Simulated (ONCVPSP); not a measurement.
**Transferability test, ONCV potential for Pb (Z = 82)**

lead (Pb), optimised norm-conserving Vanderbilt (ONCV), made with ONCVPSP 4.0.1 (PBE, scalar-relativistic). Core [Kr] 4d10 4f14, reference 5s2 5p6 5d10 6s1 (charge +3). Waves: 5s+6s: rc 1.45 bohr, ncon 4, nbas 7, qcut 11 1/bohr, 2 projectors; 5p: rc 1.05 bohr, ncon 5, nbas 9, qcut 7.8 1/bohr, 2 projectors, debl 2.5 Ha; 5d: rc 1.95 bohr, ncon 5, nbas 10, qcut 8.8 1/bohr, 2 projectors, debl 1.9 Ha. Local part: polynomial inside 1.00 bohr (lpopt 1, dvloc0 0 Ha). Core correction: Teter function, fcfact 2, rcfact 1.45.

In the p channel the program set the typed energies aside and used -4.207, 0.250 Ha.

Energies are relative to the spin-unpolarised reference configuration 5s2 5p6 5d10 6s1; without spin polarisation the order of configurations can differ from experiment.

Question: Give the all-electron excitation energy and the error of the potential for: 5s2 5p6 5d10 6s2 6p2; 5s2 5p6 5d10 6s2 6p1; 5s2 5p6 5d10 6s2; 5s2 5p6 5d10 6s0 6p4.

Answer:

| valence configuration | charge | ΔE all-electron (eV) | error AE − PS (meV) |
| --- | --- | --- | --- |
| 5s2 5p6 5d10 6s2 6p2 | 0 | -52.431 | +19 |
| 5s2 5p6 5d10 6s2 6p1 | +1 | -45.855 | +16 |
| 5s2 5p6 5d10 6s2 | +2 | -32.410 | +9.9 |
| 5s2 5p6 5d10 6s0 6p4 | 0 | -34.596 | +18 |
